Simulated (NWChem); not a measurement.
CH3Si cation

```xyz
5

C     -0.0830     0.0000     1.0446
Si     0.3392     0.0000    -0.6195
H      0.0168    -0.9243     1.6401
H      0.0168     0.9243     1.6401
H     -0.4626     0.0000    -1.8734
```
Atoms are numbered in this order, from 1.

Level: PBE0/def2-SVP (NWChem), optimised geometry, unscaled harmonic frequencies. 

```
frequency (cm⁻¹)  IR intensity (km/mol)
----------------  ---------------------
296                               109.5
388                                 3.1
732                                29.3
827                                84.0
930                                13.1
1307                               29.0
2265                               23.3
3100                               90.1
3201                               82.0
```

| Item | Result |
|---|---|
| zero-point energy | 18.6 kcal/mol |
| thermal correction to the enthalpy at 298.15 K (with zero-point energy) | 21.6 kcal/mol |
| heat capacity Cv | 11.1 cal/(mol K) |
| entropy at 298.15 K and 1 atm (symmetry number 1) | 59.9 cal/(mol K) |

Rigid rotor and harmonic oscillator.
